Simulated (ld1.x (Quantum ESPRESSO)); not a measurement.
## PBE TM dataset for antimony (Sb), fully relativistic all-electron reference.

The input file (ld1.x (Quantum ESPRESSO) 7.5):

```
&input
   title='Sb', zed=51., rel=2, dft='PBE', iswitch=3,
   config='[Kr] 4d10 5s1.75 5p3.25', rel_dist='average',
   nld=5, rlderiv=1.60, eminld=-13.0, emaxld=5.0, deld=0.04
 /
 &inputp
   pseudotype=2, tm=.true., lloc=-1, rcloc=1.25,
   nlcc=.false.,
   file_pseudopw='Sb.UPF', file_wfcaegen='ae.wfc', file_wfcncgen='nc.wfc', file_beta='beta', file_chi='chi'
 /
3
4S  1  0   2.00   0.00  1.45  1.45  0.0
4P  2  1   6.00   0.00  1.10  1.10  0.0
4D  3  2  10.00   0.00  1.25  1.25  0.0
 &test
   configts(1)='4s2 4p6 4d10 5s1.75 5p3.25'
 /
```

Command:

```bash
ld1.x < Sb.in > Sb.out
```

Output (shortened: banner, matrices, multipoles, cross overlaps and the repeated all-electron block are left out):

```
Program LD1 v.7.5
     --------------------------- All-electron run ----------------------------

     Sb
     dirac relativistic calculation

     atomic number is 51.00
     dft =PBE   lsd =0 sic =0 latt =0  beta=0.20 tr2=1.0E-14
     Exchange-correlation= PBE
                           (   1   4   3   4   0   0   0)
     mesh =1243 r(mesh) =  98.80758 a.u. xmin = -7.00 dx = 0.01250
     1 Ry =  13.60569312 eV, c = 137.03599908

     n l j   nl                  e(Ry)          e(Ha)          e(eV)
     Spin orbit split results
     1 0 0.5 1S 1( 2.00)     -2225.9404     -1112.9702    -30285.4622
     2 0 0.5 2S 1( 2.00)      -338.6382      -169.3191     -4607.4075
     2 1 0.5 2P 1( 2.00)      -316.7991      -158.3995     -4310.2713
     2 1 1.5 2P 1( 4.00)      -298.2909      -149.1454     -4058.4543
     3 0 0.5 3S 1( 2.00)       -66.4161       -33.2080      -903.6369
     3 1 0.5 3P 1( 2.00)       -57.4921       -28.7461      -782.2204
     3 1 1.5 3P 1( 4.00)       -54.0770       -27.0385      -735.7547
     4 0 0.5 4S 1( 2.00)       -10.9570        -5.4785      -149.0779
     4 1 0.5 4P 1( 2.00)        -7.9399        -3.9700      -108.0283
     4 1 1.5 4P 1( 4.00)        -7.3087        -3.6544       -99.4405
     3 2 1.5 3D 1( 4.00)       -38.3256       -19.1628      -521.4466
     3 2 2.5 3D 1( 6.00)       -37.6159       -18.8080      -511.7907
     4 2 1.5 4D 1( 4.00)        -2.5414        -1.2707       -34.5774
     4 2 2.5 4D 1( 6.00)        -2.4499        -1.2250       -33.3331
     5 0 0.5 5S 1( 1.75)        -0.9572        -0.4786       -13.0228
     5 1 0.5 5P 1( 1.08)        -0.3971        -0.1985        -5.4023
     5 1 1.5 5P 1( 2.17)        -0.3517        -0.1758        -4.7846
     Averaged results
     1 0     1S 1( 2.00)     -2225.9404     -1112.9702    -30285.4622
     2 0     2S 1( 2.00)      -338.6382      -169.3191     -4607.4075
     2 1     2P 1( 6.00)      -304.4603      -152.2301     -4142.3933
     3 0     3S 1( 2.00)       -66.4161       -33.2080      -903.6369
     3 1     3P 1( 6.00)       -55.2154       -27.6077      -751.2432
     4 0     4S 1( 2.00)       -10.9570        -5.4785      -149.0779
     4 1     4P 1( 6.00)        -7.5191        -3.7596      -102.3031
     3 2     3D 1(10.00)       -37.8998       -18.9499      -515.6530
     4 2     4D 1(10.00)        -2.4865        -1.2433       -33.8308
     5 0     5S 1( 1.75)        -0.9572        -0.4786       -13.0228
     5 1     5P 1( 3.25)        -0.3668        -0.1834        -4.9905

     final scf error:  7.6E-15 reached in  25 iterations

     Etot =  -12966.854026 Ry,   -6483.427013 Ha, -176423.036650 eV

     Ekin =   13683.518567 Ry,    6841.759284 Ha,  186173.754468 eV
     Encl =  -31486.325742 Ry,  -15743.162871 Ha, -428393.285615 eV
     Eh   =    5177.132783 Ry,    2588.566392 Ha,   70438.479903 eV
     Exc  =    -341.179634 Ry,    -170.589817 Ha,   -4641.985406 eV

     normalization and overlap integrals

     s(1S/1S) =  1.000000  <r> =   0.0284  <r2> =    0.0011  r(max) =   0.0184
     s(2S/2S) =  1.000000  <r> =   0.1222  <r2> =    0.0177  r(max) =   0.1034
     s(2P/2P) =  1.000000  <r> =   0.1033  <r2> =    0.0131  r(max) =   0.0805
     s(2P/2P) =  1.000000  <r> =   0.1087  <r2> =    0.0144  r(max) =   0.0846
     s(3S/3S) =  1.000000  <r> =   0.3302  <r2> =    0.1248  r(max) =   0.2991
     s(3P/3P) =  1.000000  <r> =   0.3208  <r2> =    0.1197  r(max) =   0.2881
     s(3P/3P) =  1.000000  <r> =   0.3321  <r2> =    0.1280  r(max) =   0.2954
     s(4S/4S) =  1.000000  <r> =   0.7908  <r2> =    0.7075  r(max) =   0.7266
     s(4P/4P) =  1.000000  <r> =   0.8325  <r2> =    0.7913  r(max) =   0.7450
     s(4P/4P) =  1.000000  <r> =   0.8616  <r2> =    0.8477  r(max) =   0.7735
     s(3D/3D) =  1.000000  <r> =   0.3033  <r2> =    0.1092  r(max) =   0.2419
     s(3D/3D) =  1.000000  <r> =   0.3069  <r2> =    0.1117  r(max) =   0.2449
     s(4D/4D) =  1.000000  <r> =   1.0220  <r2> =    1.2343  r(max) =   0.8442
     s(4D/4D) =  1.000000  <r> =   1.0352  <r2> =    1.2671  r(max) =   0.8549
     s(5S/5S) =  1.000000  <r> =   2.2210  <r2> =    5.6179  r(max) =   1.9025
     s(5P/5P) =  1.000000  <r> =   2.8063  <r2> =    9.1647  r(max) =   2.2664
     s(5P/5P) =  1.000000  <r> =   2.9456  <r2> =   10.1113  r(max) =   2.3530

     ------------------------ End of All-electron run ------------------------

     --------------------- Generating NC pseudopotential ---------------------

      Generating local potential from pseudized AE potential:
      Matching radius rcloc =   1.2500

      Local pseudo, rcloc= 1.244 Estimated cut-off energy=    16.17 Ry

     Fully relativistic calculation: |psi|^2

     Wfc 4S LC norm =  0.99940177 SC norm =  0.00059785 missing  0.00000037

     Wfc 4P LC norm =  0.99946304 SC norm =  0.00053664 missing  0.00000032

     Wfc 4P LC norm =  0.99949266 SC norm =  0.00050610 missing  0.00000124

     Wfc 4D LC norm =  0.99963686 SC norm =  0.00036293 missing  0.00000021

     Wfc 4D LC norm =  0.99964477 SC norm =  0.00034916 missing  0.00000607

      Wfc   4S  rcut= 1.445  Using Troullier-Martins method

      Wfc   4P  rcut= 1.098  Using Troullier-Martins method

      Wfc   4P  rcut= 1.098  Using Troullier-Martins method

      Wfc   4D  rcut= 1.244  Using Troullier-Martins method

      Wfc   4D  rcut= 1.244  Using Troullier-Martins method

     ------------------- End of pseudopotential generation -------------------

     Computing logarithmic derivative in   1.60712

       Warning: n=1, l=0 expected 0 nodes, found 1
       Setting wfc to zero for this iteration
       (This warning will only be printed once per wavefunction)

     Computing logarithmic derivative in   1.60712
     Computing the partial wave expansion
     R is outside the sphere for l=    0 j= 0.50
     R is outside the sphere for l=    1 j= 0.50
     R is outside the sphere for l=    1 j= 1.50
     R is outside the sphere for l=    2 j= 1.50
     R is outside the sphere for l=    2 j= 2.50

     ---------------------- Testing the pseudopotential ----------------------

     Sb
     dirac relativistic calculation

     atomic number is 51.00   valence charge is 23.00
     dft =PBE   lsd =0 sic =0 latt =0  beta=0.20 tr2=1.0E-14
     mesh =1243 r(mesh) =  98.80758 xmin = -7.00 dx = 0.01250

     n l  j  nl             e AE (Ry)       e PS (Ry)    De AE-PS (Ry)
     1 0 0.5 4S   1( 2.00)      -10.95703      -10.95702       -0.00001
     2 1 0.5 4P   1( 2.00)       -7.93993       -7.93995        0.00002
     2 1 1.5 4P   1( 4.00)       -7.30874       -7.30884        0.00010
     3 2 1.5 4D   1( 4.00)       -2.54139       -2.54137       -0.00002
     3 2 2.5 4D   1( 6.00)       -2.44994       -2.45000        0.00006
     2 0 0.5 5S   1( 1.75)       -0.95716       -1.09140        0.13424  !
     3 1 0.5 5P   1( 1.08)       -0.39706       -0.37990       -0.01717  !
     3 1 1.5 5P   1( 2.17)       -0.35166       -0.34493       -0.00673  !

     eps = 2.8E-15  iter = 15

     Etot =  -12966.854026 Ry,   -6483.427013 Ha, -176423.036650 eV
     Etotps =  -482.872485 Ry,    -241.436243 Ha,   -6569.814852 eV

     Ekin =     173.774904 Ry,      86.887452 Ha,    2364.328017 eV
     Encl =   -1023.951958 Ry,    -511.975979 Ha,  -13931.576113 eV
     Ehrt =     399.532648 Ry,     199.766324 Ha,    5435.918600 eV
     Ecxc =     -38.128103 Ry,     -19.064052 Ha,    -518.759270 eV
     Epseu=       5.900024 Ry,       2.950012 Ha,      80.273915 eV

     ---------------------- End of pseudopotential test ----------------------
```

Generation and configuration tests took about 2.5 s on one core of a shared server CPU.
